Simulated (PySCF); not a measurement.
# Shifts of the heteroatoms

Geometry (Å), atoms numbered from 1 in this order:
```xyz
16

N     3.133    0.399    0.135
C     1.787    0.182    0.031
C     1.086   -0.954   -0.255
C    -0.287   -0.602   -0.131
C    -1.514   -1.248   -0.274
C    -2.644   -0.488   -0.045
N    -2.643    0.799    0.292
C    -1.492    1.432    0.431
C    -0.300    0.764    0.230
O     0.979    1.233    0.320
H     3.726   -0.224   -0.386
H     3.412    1.367    0.132
H     1.491   -1.910   -0.513
H    -1.576   -2.289   -0.548
H    -3.629   -0.928   -0.135
H    -1.536    2.477    0.704
```

PySCF calculation with geometry from GFN2-xTB and σ from GIAO-PBE0/pcSseg-1; single conformer, equivalent nuclei averaged, relativity neglected, isolated molecule.

Q: Where does $^{15}$N resonate?

A: 
```tsv
atoms	environment	σ (ppm)	δ (ppm)
N7	pyridine-type ring nitrogen	-62.4	-90.6
N1	aniline-type nitrogen	197.2	-329.8
```

Shieldings were converted by a linear fit to measured shifts: $^{15}$N: δ = -148.07 − 0.921σ (rms 6.3 ppm, 71 shifts vs CH3NO2, solution or neat liquid). A few per cent of atoms miss by over 2 rms, more outside the fitted compound classes.

On a 400 MHz spectrometer $^{15}$N resonates near 40.5 MHz, so 1 ppm is 40.5 Hz.

Q: Predict the $^{17}$O NMR data.

A: 
```csv
atoms,environment,σ (ppm),δ (ppm)
O10,aromatic ring oxygen,100.2,175.5
```

Shieldings were converted by a linear fit to measured shifts: $^{17}$O: δ = 266.70 − 0.911σ (rms 10.7 ppm, 155 shifts, 12.2 ppm with the 3 outliers that the fit left out vs liquid water, solution or neat liquid). A few per cent of atoms miss by over 2 rms, more outside the fitted compound classes.

On a 600 MHz spectrometer $^{17}$O resonates near 81.3 MHz, so 1 ppm is 81.3 Hz.
